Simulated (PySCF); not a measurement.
Relaxation of singlet H₂TeO

Level of theory: PBE0 in PySCF with Te def2-TZVP with ECP28, O def2-TZVP, H def2-TZVP; scalar-relativistic core potentials, no spin–orbit coupling; density-fitted integrals. A (50,194) grid was used.

A hand-made trigonal planar start, of C2v symmetry, held to at least that symmetry:

```xyz
4
charge 0 multiplicity 1, angstrom
Te    0.0943    0.1633    0.0000
O    -0.8306   -1.4388    0.0000
H     1.7743    0.1634    0.0000
H    -0.7458    1.6182    0.0000
```

Question: What does it relax to?

Answer: It ends at C2v with Te–H 1.643 Å (×2), Te–O 1.844 Å; H–Te–H 108.4°, H–Te–O 125.8° (×2). A frequency run shows 1 imaginary mode, down to 1254i cm⁻¹, so it is a saddle point. Other isomers or separated fragments may lie lower.

Question: How much energy is released, and in how many steps?

Answer: 8.9 kJ/mol in 3 steps.
